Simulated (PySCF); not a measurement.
**Mayer bond orders and bond lengths**

Compound: C8H13OP.
Atom-mapped SMILES: `[CH3:1][C:2]#[C:3][P@@:4]1(=[O:5])[CH2:6][CH2:7][C@H:8]([CH3:9])[CH2:10]1` (hydrogens: H11, H12, H13 on C1; H14, H15 on C6; H16, H17 on C7; H18 on C8; H19, H20, H21 on C9; H22, H23 on C10)

Structure used (GFN2-xTB), in Å, numbered top down from 1:
```
atom  x, y, z in Å
C1     4.287   -1.144   -0.235
C2     2.954   -0.759    0.161
C3     1.834   -0.437    0.466
P4     0.222    0.026    1.031
O5     0.095    0.090    2.492
C6    -0.207    1.556    0.095
C7    -1.085    1.065   -1.050
C8    -1.924   -0.113   -0.538
C9    -2.961    0.344    0.483
C10   -0.944   -1.082    0.125
H11    4.935   -0.268   -0.249
H12    4.269   -1.590   -1.229
H13    4.687   -1.869    0.474
H14   -0.747    2.220    0.772
H15    0.682    2.077   -0.258
H16   -0.452    0.714   -1.869
H17   -1.723    1.863   -1.434
H18   -2.433   -0.593   -1.381
H19   -2.466    0.684    1.390
H20   -3.570    1.154    0.085
H21   -3.620   -0.480    0.747
H22   -1.437   -1.760    0.822
H23   -0.403   -1.670   -0.618
```

Bond orders from the PBE0/pcSseg-1 density (PySCF). Isolated species at its GFN2-xTB geometry (one conformer only).

(1) Where do the orders between heavy atoms depart from those drawn in the SMILES?

(2) Set the Mayer orders of the bonds between heavy atoms beside their lengths.

Answers

(1) The largest departure is 0.333, at C2–C3 (drawn triple, 2.667). Drawn single, order above 1.12: C1–C2 (1.215). Drawn single, order below 0.88: C3–P4 (0.769). Drawn double or triple, more than 0.30 short of the drawn order: C2–C3 (2.667).

(2) 
```csv
bond,drawn as,length (Å),Mayer order
C1–C2,single,1.443,1.215
C2–C3,triple,1.204,2.667
C3–P4,single,1.770,0.769
P4–O5,double,1.468,1.897
P4–C6,single,1.844,0.944
C6–C7,single,1.525,0.997
C7–C8,single,1.535,0.998
C8–C9,single,1.525,1.005
C8–C10,single,1.529,0.997
C10–P4,single,1.846,0.923
```

Bonds between the same two heavy elements. C–C: lowest C6–C7, C8–C10 and C7–C8 (0.997, 1.525 Å), highest C2–C3 (2.667, 1.204 Å). C–P: lowest C3–P4 (0.769, 1.770 Å), highest P4–C6 (0.944, 1.844 Å); in 2 of the 3 pairs the longer bond (by over 0.003 Å) has the higher order (by 0.02 or more). Bonds named together lie within 0.004.

And the bonds to hydrogen?

C–H: 0.92 to 0.96 (13 bonds).

Sum the orders of all bonds at each heavy atom with more than one neighbour and set the sums beside the valence in the SMILES.

C1 3.971 (drawn 4), C2 3.882 (drawn 4), C3 3.436 (drawn 4), P4 4.533 (drawn 5), C6 3.811 (drawn 4), C7 3.897 (drawn 4), C8 3.954 (drawn 4), C9 3.883 (drawn 4), C10 3.788 (drawn 4). Orders between atoms that aren't bonded are not in these sums.

Mayer orders depend on the basis set.
